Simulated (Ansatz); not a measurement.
A short molecular-dynamics run on C₃H₇AlO.

```yaml
crystal:
  periodic: [false, false, false]
  atoms:
    - {symbol: C, position_ang: [-0.494427, -0.297856, 1.658732]}
    - {symbol: C, position_ang: [0.276188, 0.009310, 0.425412]}
    - {symbol: O, position_ang: [1.016828, -0.960467, -0.071492]}
    - {symbol: C, position_ang: [0.145727, 1.163614, -0.307510]}
    - {symbol: Al, position_ang: [0.364901, -0.607127, -1.730930]}
    - {symbol: H, position_ang: [-1.095848, 0.546182, 1.991642]}
    - {symbol: H, position_ang: [0.217428, -0.567496, 2.443540]}
    - {symbol: H, position_ang: [-1.131393, -1.169456, 1.490618]}
    - {symbol: H, position_ang: [0.965659, 1.475754, -0.954401]}
    - {symbol: H, position_ang: [-0.580687, 1.920227, -0.048079]}
    - {symbol: H, position_ang: [-1.014702, -1.330260, -2.001106]}
    - {symbol: H, position_ang: [1.407328, -0.237425, -2.862527]}
basis:
  gaussian: {orbitals: def2-SVP}
hamiltonian: {xc: {name: revPBE}, dispersion: d3bj}
md: {timestep: 0.5 fs, n_steps: 50, ensemble: nve, temperature: 700, initial_velocities: maxwell_boltzmann, seed: 794}
```

```sh
$ ansatz run in.yaml --threads 4 --pin off --events-out ev --progress --plain --max-ram 10444MiB
```

| step | time (fs) | potential energy (eV) | kinetic (eV) | T (K) | conserved (eV) |
| --- | --- | --- | --- | --- | --- |
| 0 | 0.0 | -11860.9393 | 0.9048 | 700 | -11860.0345 |
| 1 | 0.5 | -11860.9190 | 0.8846 | 684 | -11860.0344 |
| 2 | 1.0 | -11860.8698 | 0.8359 | 647 | -11860.0338 |
| 3 | 1.5 | -11860.8010 | 0.7680 | 594 | -11860.0330 |
| 4 | 2.0 | -11860.7256 | 0.6933 | 536 | -11860.0322 |
| 5 | 2.5 | -11860.6551 | 0.6232 | 482 | -11860.0318 |
| 6 | 3.0 | -11860.5961 | 0.5643 | 437 | -11860.0318 |
| 7 | 3.5 | -11860.5496 | 0.5177 | 400 | -11860.0319 |
| 8 | 4.0 | -11860.5137 | 0.4816 | 373 | -11860.0321 |
| 9 | 4.5 | -11860.4859 | 0.4537 | 351 | -11860.0322 |
| 10 | 5.0 | -11860.4643 | 0.4321 | 334 | -11860.0322 |
| 11 | 5.5 | -11860.4477 | 0.4154 | 321 | -11860.0323 |
| 12 | 6.0 | -11860.4347 | 0.4023 | 311 | -11860.0324 |
| 13 | 6.5 | -11860.4237 | 0.3912 | 303 | -11860.0325 |
| 14 | 7.0 | -11860.4137 | 0.3812 | 295 | -11860.0325 |
| 15 | 7.5 | -11860.4055 | 0.3732 | 289 | -11860.0323 |
| 16 | 8.0 | -11860.4026 | 0.3707 | 287 | -11860.0319 |
| 17 | 8.5 | -11860.4102 | 0.3786 | 293 | -11860.0316 |
| 18 | 9.0 | -11860.4328 | 0.4011 | 310 | -11860.0316 |
| 19 | 9.5 | -11860.4701 | 0.4381 | 339 | -11860.0321 |
| 20 | 10.0 | -11860.5158 | 0.4829 | 374 | -11860.0328 |
| 21 | 10.5 | -11860.5580 | 0.5244 | 406 | -11860.0336 |
| 22 | 11.0 | -11860.5848 | 0.5507 | 426 | -11860.0341 |
| 23 | 11.5 | -11860.5891 | 0.5550 | 429 | -11860.0340 |
| 24 | 12.0 | -11860.5722 | 0.5387 | 417 | -11860.0335 |
| 25 | 12.5 | -11860.5428 | 0.5101 | 395 | -11860.0327 |
| 26 | 13.0 | -11860.5123 | 0.4802 | 371 | -11860.0322 |
| 27 | 13.5 | -11860.4892 | 0.4572 | 354 | -11860.0320 |
| 28 | 14.0 | -11860.4763 | 0.4442 | 344 | -11860.0321 |
| 29 | 14.5 | -11860.4718 | 0.4395 | 340 | -11860.0323 |
| 30 | 15.0 | -11860.4722 | 0.4397 | 340 | -11860.0325 |
| 31 | 15.5 | -11860.4747 | 0.4422 | 342 | -11860.0325 |
| 32 | 16.0 | -11860.4781 | 0.4456 | 345 | -11860.0325 |
| 33 | 16.5 | -11860.4815 | 0.4489 | 347 | -11860.0326 |
| 34 | 17.0 | -11860.4833 | 0.4506 | 349 | -11860.0327 |
| 35 | 17.5 | -11860.4817 | 0.4488 | 347 | -11860.0329 |
| 36 | 18.0 | -11860.4748 | 0.4419 | 342 | -11860.0329 |
| 37 | 18.5 | -11860.4630 | 0.4304 | 333 | -11860.0326 |
| 38 | 19.0 | -11860.4499 | 0.4177 | 323 | -11860.0322 |
| 39 | 19.5 | -11860.4425 | 0.4109 | 318 | -11860.0317 |
| 40 | 20.0 | -11860.4487 | 0.4174 | 323 | -11860.0314 |
| 41 | 20.5 | -11860.4734 | 0.4419 | 342 | -11860.0315 |
| 42 | 21.0 | -11860.5149 | 0.4829 | 374 | -11860.0320 |
| 43 | 21.5 | -11860.5650 | 0.5323 | 412 | -11860.0328 |
| 44 | 22.0 | -11860.6119 | 0.5785 | 448 | -11860.0335 |
| 45 | 22.5 | -11860.6448 | 0.6110 | 473 | -11860.0338 |
| 46 | 23.0 | -11860.6583 | 0.6246 | 483 | -11860.0337 |
| 47 | 23.5 | -11860.6537 | 0.6204 | 480 | -11860.0333 |
| 48 | 24.0 | -11860.6371 | 0.6043 | 468 | -11860.0328 |
| 49 | 24.5 | -11860.6162 | 0.5838 | 452 | -11860.0324 |
| 50 | 25.0 | -11860.5965 | 0.5642 | 436 | -11860.0323 |

Velocities are drawn at the set temperature; a run this short doesn't reach equilibrium.

Frames (Å, forces in eV/Å):

```xyz
12
time=0.0 fs
C    -0.494   -0.298    1.659   -0.034    0.074    0.015
C     0.276    0.009    0.425   -0.038   -0.190    0.539
O     1.017   -0.960   -0.071    0.776   -0.864    0.324
C     0.146    1.164   -0.308   -0.162    0.446   -0.421
Al    0.365   -0.607   -1.731   -0.186    0.104   -0.653
H    -1.096    0.546    1.992   -0.316    0.417    0.203
H     0.217   -0.567    2.444    0.336   -0.158    0.403
H    -1.131   -1.169    1.491   -0.321   -0.447   -0.064
H     0.966    1.476   -0.954    0.407    0.188   -0.296
H    -0.581    1.920   -0.048   -0.420    0.468    0.118
H    -1.015   -1.330   -2.001   -0.186   -0.082   -0.011
H     1.407   -0.237   -2.863    0.145    0.046   -0.157
12
time=1.5 fs
C    -0.482   -0.310    1.671   -1.780    0.739   -1.633
C     0.279    0.010    0.420   -0.467    0.033    1.269
O     1.006   -0.951   -0.074    1.252   -1.424    0.229
C     0.149    1.164   -0.305    0.451    1.245   -1.413
Al    0.364   -0.604   -1.730   -0.777   -0.213   -0.563
H    -1.147    0.523    1.954    0.097    0.150    0.196
H     0.209   -0.521    2.438    1.163   -0.629    1.523
H    -1.142   -1.166    1.437    0.157   -0.315    0.275
H     1.018    1.426   -0.997   -0.844    0.055    0.628
H    -0.610    1.927   -0.079    0.195    0.062   -0.042
H    -1.035   -1.363   -2.006    0.176    0.158    0.044
H     1.440   -0.283   -2.803    0.376    0.138   -0.514
12
time=3.0 fs
C    -0.472   -0.321    1.680   -2.486    0.967   -1.981
C     0.280    0.010    0.417   -0.784    0.324    1.784
O     0.997   -0.943   -0.076    1.623   -1.882    0.157
C     0.154    1.167   -0.304    0.528    1.572   -1.871
Al    0.363   -0.601   -1.729   -1.128   -0.429   -0.590
H    -1.197    0.502    1.921    0.585   -0.179    0.209
H     0.224   -0.488    2.463    0.850   -0.650    1.329
H    -1.149   -1.170    1.390    0.632   -0.131    0.648
H     1.053    1.377   -1.027   -1.448    0.176    1.067
H    -0.636    1.935   -0.111    0.715   -0.289   -0.131
H    -1.051   -1.392   -2.010    0.440    0.351    0.079
H     1.480   -0.327   -2.754    0.471    0.171   -0.700
12
time=4.5 fs
C    -0.467   -0.331    1.686   -1.860    0.927   -1.127
C     0.281    0.011    0.417   -0.934    0.618    1.983
O     0.990   -0.937   -0.077    1.812   -2.126    0.153
C     0.159    1.172   -0.307    0.310    1.250   -1.775
Al    0.361   -0.599   -1.728   -1.119   -0.536   -0.761
H    -1.234    0.478    1.893    0.855   -0.288    0.296
H     0.255   -0.468    2.515   -0.339   -0.445    0.026
H    -1.144   -1.177    1.357    0.852   -0.126    0.898
H     1.058    1.333   -1.035   -1.357    0.443    0.984
H    -0.647    1.937   -0.146    0.874   -0.342   -0.109
H    -1.058   -1.414   -2.012    0.570    0.468    0.087
H     1.529   -0.366   -2.720    0.337    0.156   -0.656
12
time=6.0 fs
C    -0.465   -0.339    1.690   -0.908    0.870   -0.291
C     0.279    0.013    0.420   -0.876    0.813    1.836
O     0.986   -0.935   -0.079    1.775   -2.083    0.244
C     0.165    1.180   -0.313   -0.156    0.369   -1.110
Al    0.357   -0.597   -1.729   -0.782   -0.561   -0.995
H    -1.253    0.449    1.871    0.785   -0.119    0.429
H     0.280   -0.458    2.568   -1.223   -0.297   -1.061
H    -1.120   -1.187    1.342    0.776   -0.323    0.955
H     1.035    1.298   -1.022   -0.573    0.753    0.375
H    -0.640    1.933   -0.183    0.613   -0.052   -0.001
H    -1.053   -1.426   -2.012    0.559    0.501    0.069
H     1.586   -0.402   -2.699    0.010    0.130   -0.451
12
time=7.5 fs
C    -0.464   -0.345    1.694   -0.094    0.785    0.088
C     0.276    0.017    0.427   -0.604    0.831    1.378
O     0.984   -0.935   -0.080    1.525   -1.765    0.427
C     0.171    1.188   -0.321   -0.884   -0.758    0.024
Al    0.354   -0.595   -1.730   -0.237   -0.519   -1.164
H    -1.256    0.417    1.858    0.390    0.247    0.556
H     0.279   -0.455    2.599   -1.436   -0.217   -1.459
H    -1.080   -1.204    1.348    0.496   -0.619    0.840
H     1.001    1.279   -1.002    0.758    0.989   -0.646
H    -0.620    1.928   -0.219    0.051    0.459    0.146
H    -1.037   -1.427   -2.011    0.408    0.446    0.023
H     1.643   -0.435   -2.689   -0.374    0.120   -0.213
12
time=9.0 fs
C    -0.464   -0.349    1.697    0.246    0.632   -0.062
C     0.272    0.022    0.437   -0.165    0.646    0.709
O     0.984   -0.938   -0.080    1.127   -1.260    0.665
C     0.175    1.195   -0.329   -1.314   -1.562    0.859
Al    0.350   -0.594   -1.732    0.400   -0.397   -1.186
H    -1.251    0.390    1.857   -0.139    0.595    0.618
H     0.249   -0.456    2.600   -1.003   -0.170   -1.138
H    -1.029   -1.234    1.372    0.189   -0.785    0.643
H     0.983    1.281   -0.995    1.659    1.014   -1.298
H    -0.599    1.932   -0.253   -0.433    0.851    0.271
H    -1.011   -1.419   -2.010    0.127    0.308   -0.048
H     1.692   -0.466   -2.683   -0.694    0.130   -0.033
12
time=10.5 fs
C    -0.463   -0.353    1.701   -0.379    0.458   -0.866
C     0.268    0.028    0.447    0.345    0.296   -0.022
O     0.985   -0.942   -0.080    0.676   -0.691    0.900
C     0.177    1.199   -0.336   -0.829   -1.502    0.527
Al    0.346   -0.593   -1.735    1.038   -0.204   -1.052
H    -1.248    0.376    1.869   -0.453    0.623    0.558
H     0.198   -0.461    2.577    0.063   -0.154   -0.032
H    -0.974   -1.281    1.410    0.009   -0.563    0.460
H     0.997    1.305   -1.015    1.077    0.755   -0.732
H    -0.586    1.954   -0.281   -0.413    0.726    0.337
H    -0.983   -1.404   -2.009   -0.247    0.107   -0.135
H     1.726   -0.494   -2.677   -0.890    0.149    0.057
12
time=12.0 fs
C    -0.464   -0.356    1.702   -1.685    0.332   -1.868
C     0.264    0.035    0.458    0.811   -0.123   -0.681
O     0.988   -0.948   -0.079    0.252   -0.153    1.078
C     0.177    1.201   -0.342   -0.117   -0.690   -0.368
Al    0.343   -0.593   -1.738    1.556    0.002   -0.811
H    -1.255    0.374    1.893   -0.362    0.245    0.364
H     0.148   -0.469    2.555    1.326   -0.136    1.393
H    -0.919   -1.339    1.457   -0.062    0.028    0.285
H     1.034    1.345   -1.049   -0.202    0.302    0.393
H    -0.581    1.991   -0.302    0.048    0.118    0.371
H    -0.961   -1.387   -2.012   -0.617   -0.097   -0.217
H     1.742   -0.519   -2.671   -0.948    0.171    0.061
12
time=13.5 fs
C    -0.467   -0.358    1.701   -2.184    0.128   -1.521
C     0.262    0.041    0.467    1.141   -0.493   -1.210
O     0.991   -0.953   -0.076   -0.094    0.298    1.172
C     0.177    1.201   -0.348    0.209    0.189   -0.929
Al    0.342   -0.592   -1.743    1.784    0.120   -0.523
H    -1.268    0.378    1.925   -0.058   -0.269    0.103
H     0.126   -0.480    2.560    1.618    0.051    1.566
H    -0.865   -1.396    1.511   -0.143    0.660    0.067
H     1.067    1.391   -1.075   -1.047   -0.140    1.142
H    -0.576    2.030   -0.315    0.482   -0.522    0.402
H    -0.951   -1.372   -2.019   -0.840   -0.218   -0.260
H     1.737   -0.540   -2.664   -0.868    0.196   -0.008
12
time=15.0 fs
C    -0.474   -0.360    1.697   -1.392   -0.180    0.316
C     0.261    0.047    0.474    1.290   -0.746   -1.585
O     0.994   -0.958   -0.071   -0.346    0.641    1.181
C     0.177    1.202   -0.356    0.248    0.608   -0.957
Al    0.342   -0.591   -1.748    1.590    0.083   -0.228
H    -1.284    0.376    1.959    0.183   -0.617   -0.132
H     0.137   -0.489    2.597    0.791    0.412    0.210
H    -0.814   -1.439    1.566   -0.276    1.042   -0.178
H     1.078    1.434   -1.078   -1.215   -0.434    1.327
H    -0.560    2.059   -0.319    0.578   -0.837    0.431
H    -0.959   -1.361   -2.031   -0.803   -0.195   -0.238
H     1.713   -0.556   -2.657   -0.650    0.222   -0.147
12
time=16.5 fs
C    -0.483   -0.362    1.693   -0.239   -0.316    1.889
C     0.264    0.051    0.479    1.236   -0.877   -1.769
O     0.996   -0.963   -0.065   -0.506    0.873    1.112
C     0.178    1.203   -0.366    0.072    0.365   -0.480
Al    0.343   -0.591   -1.753    0.995   -0.076    0.069
H    -1.295    0.361    1.990    0.216   -0.669   -0.274
H     0.164   -0.490    2.638   -0.074    0.684   -1.084
H    -0.769   -1.461    1.617   -0.439    1.041   -0.401
H     1.065    1.468   -1.052   -0.722   -0.511    0.981
H    -0.533    2.070   -0.313    0.285   -0.714    0.458
H    -0.985   -1.354   -2.049   -0.522   -0.045   -0.153
H     1.676   -0.568   -2.653   -0.303    0.245   -0.348
12
time=18.0 fs
C    -0.493   -0.365    1.693    0.827   -0.139    2.437
C     0.268    0.054    0.480    0.983   -0.918   -1.744
O     0.997   -0.966   -0.057   -0.577    0.996    0.971
C     0.179    1.206   -0.376   -0.443   -0.523    0.442
Al    0.345   -0.590   -1.757    0.190   -0.259    0.361
H    -1.303    0.332    2.016    0.008   -0.427   -0.296
H     0.191   -0.476    2.657   -0.516    0.767   -1.623
H    -0.733   -1.461    1.660   -0.605    0.622   -0.568
H     1.037    1.492   -1.007    0.434   -0.306    0.141
H    -0.500    2.067   -0.298   -0.291   -0.217    0.494
H    -1.021   -1.349   -2.070   -0.127    0.145   -0.034
H     1.632   -0.575   -2.656    0.116    0.259   -0.580
12
time=19.5 fs
C    -0.502   -0.368    1.697    1.676    0.291    2.104
C     0.274    0.055    0.478    0.554   -0.911   -1.527
O     0.998   -0.968   -0.048   -0.553    1.004    0.764
C     0.179    1.207   -0.386   -1.101   -1.545    1.346
Al    0.347   -0.589   -1.762   -0.543   -0.375    0.594
H    -1.310    0.295    2.035   -0.353   -0.007   -0.232
H     0.207   -0.446    2.642   -0.561    0.702   -1.490
H    -0.711   -1.448    1.691   -0.728   -0.087   -0.659
H     1.018    1.510   -0.959    1.711    0.063   -0.741
H    -0.474    2.059   -0.273   -0.823    0.311    0.520
H    -1.059   -1.340   -2.091    0.246    0.298    0.086
H     1.591   -0.576   -2.672    0.474    0.257   -0.765
12
time=21.0 fs
C    -0.507   -0.371    1.705    1.907    0.730    1.120
C     0.281    0.054    0.473    0.003   -0.885   -1.159
O     0.998   -0.968   -0.038   -0.434    0.884    0.495
C     0.177    1.205   -0.393   -0.979   -1.654    1.401
Al    0.349   -0.589   -1.766   -0.954   -0.391    0.669
H    -1.325    0.257    2.050   -0.608    0.346   -0.189
H     0.212   -0.402    2.597   -0.193    0.536   -0.741
H    -0.704   -1.437    1.707   -0.726   -0.661   -0.663
H     1.035    1.528   -0.925    1.734    0.118   -0.768
H    -0.464    2.057   -0.236   -0.879    0.362    0.439
H    -1.093   -1.325   -2.111    0.516    0.377    0.186
H     1.560   -0.572   -2.705    0.613    0.237   -0.789
12
time=22.5 fs
C    -0.509   -0.372    1.715    1.117    0.814   -0.261
C     0.288    0.052    0.466   -0.600   -0.815   -0.716
O     0.998   -0.967   -0.027   -0.227    0.635    0.172
C     0.174    1.201   -0.398   -0.012   -0.675    0.811
Al    0.350   -0.589   -1.770   -0.955   -0.314    0.527
H    -1.352    0.226    2.060   -0.477    0.421   -0.270
H     0.214   -0.345    2.536    0.579    0.346    0.513
H    -0.712   -1.438    1.710   -0.521   -0.611   -0.565
H     1.086    1.548   -0.906    0.391   -0.252   -0.058
H    -0.472    2.062   -0.190   -0.424   -0.129    0.181
H    -1.116   -1.301   -2.127    0.652    0.377    0.255
H     1.541   -0.563   -2.754    0.477    0.202   -0.590
12
time=24.0 fs
C    -0.510   -0.372    1.724   -0.076    0.497   -1.308
C     0.294    0.048    0.458   -1.180   -0.657   -0.265
O     0.997   -0.966   -0.016    0.046    0.275   -0.184
C     0.170    1.196   -0.401    0.819    0.388    0.420
Al    0.350   -0.589   -1.773   -0.648   -0.157    0.230
H    -1.389    0.204    2.064    0.010    0.277   -0.429
H     0.227   -0.281    2.485    1.151    0.193    1.483
H    -0.731   -1.453    1.700   -0.139   -0.010   -0.355
H     1.146    1.563   -0.889   -0.933   -0.586    0.507
H    -0.490    2.063   -0.140    0.132   -0.680   -0.163
H    -1.125   -1.270   -2.137    0.648    0.303    0.288
H     1.533   -0.549   -2.815    0.169    0.155   -0.224
12
time=25.0 fs
C    -0.510   -0.371    1.729   -0.361    0.310   -1.376
C     0.297    0.045    0.453   -1.523   -0.501    0.031
O     0.996   -0.964   -0.009    0.247   -0.004   -0.428
C     0.169    1.192   -0.403    1.107    0.778    0.373
Al    0.349   -0.590   -1.775   -0.353   -0.017    0.015
H    -1.415    0.192    2.062    0.370    0.172   -0.509
H     0.249   -0.236    2.468    0.914    0.040    1.448
H    -0.746   -1.463    1.689    0.139    0.419   -0.173
H     1.177    1.566   -0.873   -1.433   -0.664    0.647
H    -0.500    2.057   -0.109    0.378   -0.870   -0.365
H    -1.123   -1.246   -2.141    0.566    0.217    0.288
H     1.530   -0.538   -2.859   -0.050    0.121    0.049
```

Run time 29 s (4 threads of an Intel Xeon 6975P-C on a shared host); peak host memory 0.16 GiB.
